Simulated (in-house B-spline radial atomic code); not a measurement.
How numerical settings move a run on the samarium ion Sm³⁺, [Xe] 4f5. Computed with an all-electron radial atomic-structure program (B-spline basis): scalar-relativistic (X2C) AM05, spin-polarised, spherical fractional occupations, Fermi nucleus of rms radius 5.0819 fm.

Command:
```bash
python run_scf.py task.json out
```
Settings of the sound reference run:
```
Z                62
electrons        59
configuration    [Xe] 4f5
hamiltonian      x2c
method           am05
spin_polarised   True
nucleus          fermi
rms_radius       5.0819
mass_number      152
atomic_mass      151.9197
speed_of_light   137.036
knot_spacing     0.22
spline_order     8
gauss_points     12
box_radius       16.22
max_iterations   70
damping          0.5
damped_steps     3
diis_vectors     10
tolerance        1e-08
start            Thomas-Fermi
```

Cost of the run: 0.43 s on 1 thread of Arm Neoverse N1, with other jobs on the host.

It converges in 10 iterations to -10417.548233 hartree, with 4f up at -33.9564 eV. The other runs change the listed settings, some to values that make no sense; their results aren't properties of the atom or ion. Radii are in bohr (the nuclear one in fm), a minus after a letter asks for a j subshell, and «unchanged» means within 1e-8 hartree. The run stops when the residual is below 10 × tolerance × max(1, Z/10), or a noise floor if that is larger, and the energy moves by less than 1e-8 × √|E| hartree; so very loose and very tight tolerances often act alike.

| changed settings | outcome |
| --- | --- |
| start = bare nucleus | converged in 12 iterations, energy unchanged, 4f up level -1.1e-05 eV |
| hamiltonian = dirac, method = hf | stopped with error: spin polarisation is not served with the Dirac Hamiltonian |
| gauss_points = 16, max_iterations = 50, damping = 0.2, damped_steps = 0 | converged in 9 iterations, energy unchanged, 4f up level -2.4e-05 eV |
| diis_vectors = 2 | converged in 14 iterations, energy unchanged, 4f up level +5.0e-05 eV |
| gauss_points = 16, box_radius = 0.65, first_knot = 1.61e-06, max_iterations = 75 | converged in 8 iterations, energy +1.19e+03 hartree from the reference, 4f up level +1.0e+03 eV (the program warns: 4f up has a positive eigenvalue: unbound, held by the box; 4s up has a positive eigenvalue: unbound, held by the box) |
| box_radius = 32.44 | converged in 10 iterations, energy -5.12e-07 hartree from the reference, 4f up level +4.6e-07 eV |
| electrons = 67, configuration = [Xe] 4f5 7s2 7p6, max_iterations = 100 | converged in 13 iterations to -10417.5105 hartree, a different physical problem (warning: 7s up has a positive eigenvalue: unbound, held by the box) |
| box_radius = 64.88 | converged in 10 iterations, energy -9.45e-07 hartree from the reference, 4f up level -3.1e-07 eV |
| knot_spacing = 0.4, spline_order = 3, max_iterations = 100, start = bare nucleus | converged in 12 iterations, energy +4.72e+00 hartree from the reference, 4f up level -1.2e+00 eV |
| diis_vectors = 20 | converged in 10 iterations, energy unchanged |
| box_radius = 32.44, max_iterations = 100, damped_steps = 1, tolerance = 0.001 | converged in 9 iterations, energy -5.12e-07 hartree from the reference, 4f up level -3.6e-04 eV |
| box_radius = 4.87 | converged in 10 iterations, energy +1.96e-03 hartree from the reference, 4f up level +6.4e-02 eV (the program warns: 4f up reaches the box edge; 5s up reaches the box edge) |
| diis_vectors = 0 | converged in 20 iterations, energy unchanged, 4f up level -7.5e-06 eV |
| electrons = 60, configuration = [Xe] 4f5 6s-1, max_iterations = 50 | stopped with error: j subshells need the Dirac Hamiltonian and l > 0 |

**Question.** What happens with box_radius = 8.11?

**Answer.** Converged in 10 iterations, energy unchanged, 4f up level +9.1e-06 eV.

**Question.** What happens with box_radius = 0.97?

**Answer.** Converged in 8 iterations, energy +2.63e+02 hartree from the reference, 4f up level +3.5e+02 eV (the program warns: 4f up has a positive eigenvalue: unbound, held by the box; 4p up has a positive eigenvalue: unbound, held by the box).

**Question.** What happens with box_radius = 2.43?

**Answer.** Converged in 9 iterations, energy +2.34e+00 hartree from the reference, 4f up level +1.5e+01 eV (the program warns: 4f up reaches the box edge; 4s up reaches the box edge).

**Question.** What happens with box_radius = 1.62?

**Answer.** Converged in 8 iterations, energy +2.51e+01 hartree from the reference, 4f up level +7.4e+01 eV (the program warns: 4f up has a positive eigenvalue: unbound, held by the box; 5s up has a positive eigenvalue: unbound, held by the box).
